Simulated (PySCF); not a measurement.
Give a PBE0-D3(BJ)/def2-SVP geometry of `[SiH3][NH][GeH2][SH]`.

```xyz
11
GeH7NSSi angstrom
Si    -1.3625    0.7559    0.9071
N     -0.4168   -0.1018   -0.2770
Ge     0.9403   -1.2772    0.0822
S      2.6317   -0.3178    1.1828
H     -1.3482   -0.0712    2.1497
H     -0.8449    2.1226    1.2353
H     -2.7678    0.9172    0.4201
H     -0.4153    0.2571   -1.2276
H      1.4138   -1.8258   -1.2742
H      0.4472   -2.3673    1.0425
H      2.9125    0.5564    0.1929
```

Orientation and origin are arbitrary. Atoms count from 1 in this order. Si1 (SiH3 silicon) is distorted tetrahedral (angles from 106.7° to 114.2°). Ge3 (germanium bonded to N, S and 2 H) is distorted tetrahedral (angles from 103.9° to 113.4°). N2 (silicon-bound nitrogen) is almost planar (angles 125.8°, 117.6° and 114.2°, sum 357.6°, 0.13 Å off the plane of its three neighbours).

Bonds between heavy atoms (Å): Si1–N2 1.741, N2–Ge3 1.831, Ge3–S4 2.234.

Computed with PySCF 2.14.0, PBE0-D3(BJ)/def2-SVP geometry optimisation, gas phase.

Point group: C1 (no symmetry element, even within 0.4 Å). Whether it is a minimum is left open (no frequencies). The numbers are those of one conformer (Si1–N2–Ge3–S4 -61°, N2–Ge3–S4–H -62°).
